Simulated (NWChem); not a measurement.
# C3H5FSi; SMILES FC=C=C[SiH3]

```xyz
10

F     -0.5272     2.7192     0.2555
C      0.2055     1.8365    -0.4587
C      0.5129     0.6277    -0.0232
C      0.7956    -0.6052     0.3519
Si    -0.3293    -2.0741    -0.0329
H      0.5299     2.2304    -1.4374
H      1.7293    -0.7915     0.9222
H      0.4281    -3.0982    -0.8360
H     -1.5228    -1.5966    -0.8071
H     -0.7728    -2.7276     1.2486
```
Atoms are numbered in this order, from 1.

Level: PBE-D3(BJ)/def2-SVP (NWChem), optimised geometry, unscaled harmonic frequencies. 

```
frequency (cm⁻¹)  IR intensity (km/mol)
----------------  ---------------------
89                                  0.1
103                                 0.1
190                                 1.7
255                                 0.7
400                                17.5
539                                17.2
600                                11.5
639                                 9.5
732                                34.0
740                                10.8
834                                40.3
882                               262.9
904                                26.6
914                                51.9
1004                               42.9
1126                               59.0
1211                               35.2
1379                              155.0
2014                                5.6
2159                               91.8
2164                               97.2
2193                               70.7
3027                                2.6
3107                                4.2
```

| Quantity | Value |
|---|---|
| zero-point energy | 38.9 kcal/mol |
| thermal correction to the enthalpy at 298.15 K (with zero-point energy) | 43.7 kcal/mol |
| heat capacity Cv | 22.7 cal/(mol K) |
| entropy at 298.15 K and 1 atm (symmetry number 1) | 80.9 cal/(mol K) |
| dipole moment | 1.30 D |

Rigid rotor and harmonic oscillator; modes under 100 cm⁻¹ make the entropy uncertain.
